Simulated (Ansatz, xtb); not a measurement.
**Isomers of C4H9NSe in order of energy**

8 gas-phase structures of C4H9NSe, from a drawn sample of its isomers (lower ones may exist). Each was relaxed with GFN2-xTB; where two conformers were screened, the lower at r2SCAN-D4/def2-SVP//GFN2-xTB is listed:

A. `N[C@@H]1CC[Se]C1`, a singlet
B. `C=C(CN)[Se]C`, a singlet
C. `[SeH]CC[C@@H]1CN1`, a singlet
D. `C/N=C/[C@H](C)[SeH]`, a singlet
E. `C=C[C@H]([SeH])CN`, a singlet
F. `C=NCC[Se]C`, a singlet
G. `[H]/N=C/CC[Se]C`, a singlet
H. `[H]/N=C\CC[Se]C`, a singlet

**Question.** Which do you expect lowest at r2SCAN-D4/def2-SVP//GFN2-xTB, and how would the others follow?

**Answer.** Calculated order at r2SCAN-D4/def2-SVP//GFN2-xTB: A (0.0), D (16.8), G (19.6), H (20.4), E (23.3), B (24.9), F (25.8), C (31.0) kcal/mol. Less than 1 kcal/mol parts G and H; B and F, so the order within those pairs means little.

Energies above the lowest of each column, in kcal/mol; the last columns are at r2SCAN-D4/def2-SVP geometries and were run for some of them only (a dash: not run or not comparable):

```json
{"structure": "A", "GFN2-xTB": "0.0", "HF/STO-3G": "0.0", "r2SCAN-D4/def2-SVP//GFN2-xTB": "0.0", "r2SCAN-D4/def2-SVP": "0.0", "CCSD(T)/def2-SVP + ΔMP2/def2-TZVPP": "0.0"}
{"structure": "D", "GFN2-xTB": "12.9", "HF/STO-3G": "39.5", "r2SCAN-D4/def2-SVP//GFN2-xTB": "16.8", "r2SCAN-D4/def2-SVP": "16.0", "CCSD(T)/def2-SVP + ΔMP2/def2-TZVPP": "17.7"}
{"structure": "G", "GFN2-xTB": "22.7", "HF/STO-3G": "37.9", "r2SCAN-D4/def2-SVP//GFN2-xTB": "19.6", "r2SCAN-D4/def2-SVP": "18.4", "CCSD(T)/def2-SVP + ΔMP2/def2-TZVPP": "16.7"}
{"structure": "H", "GFN2-xTB": "22.3", "HF/STO-3G": "37.1", "r2SCAN-D4/def2-SVP//GFN2-xTB": "20.4", "r2SCAN-D4/def2-SVP": "–", "CCSD(T)/def2-SVP + ΔMP2/def2-TZVPP": "–"}
{"structure": "E", "GFN2-xTB": "26.8", "HF/STO-3G": "54.3", "r2SCAN-D4/def2-SVP//GFN2-xTB": "23.3", "r2SCAN-D4/def2-SVP": "–", "CCSD(T)/def2-SVP + ΔMP2/def2-TZVPP": "–"}
{"structure": "B", "GFN2-xTB": "29.0", "HF/STO-3G": "47.8", "r2SCAN-D4/def2-SVP//GFN2-xTB": "24.9", "r2SCAN-D4/def2-SVP": "–", "CCSD(T)/def2-SVP + ΔMP2/def2-TZVPP": "–"}
{"structure": "F", "GFN2-xTB": "21.8", "HF/STO-3G": "39.8", "r2SCAN-D4/def2-SVP//GFN2-xTB": "25.8", "r2SCAN-D4/def2-SVP": "–", "CCSD(T)/def2-SVP + ΔMP2/def2-TZVPP": "–"}
{"structure": "C", "GFN2-xTB": "19.0", "HF/STO-3G": "45.3", "r2SCAN-D4/def2-SVP//GFN2-xTB": "31.0", "r2SCAN-D4/def2-SVP": "–", "CCSD(T)/def2-SVP + ΔMP2/def2-TZVPP": "–"}
```

Every level run on A puts it lowest or level with the lowest. CCSD(T)/def2-SVP + ΔMP2/def2-TZVPP orders those it was run on as A (0.0), G (16.7), D (17.7) kcal/mol. Flexible structures stand in one conformer each, not always the lowest. Frequencies (GFN2-xTB) were run for A, D, G alone. The ΔMP2 step shifts differences by up to 5.0 kcal/mol, which makes them less sure. ΔMP2 is the change of the MP2 energy from the smaller to the larger basis.

Over these structures GFN2-xTB departs from r2SCAN-D4/def2-SVP//GFN2-xTB by 4.3 kcal/mol on average once a common shift is removed. A GFN2-xTB relaxation took about 0.14 s and the r2SCAN-D4/def2-SVP//GFN2-xTB energy about 2.2 s on a shared host (Ansatz 0.2.0, xtb 6.7.1).
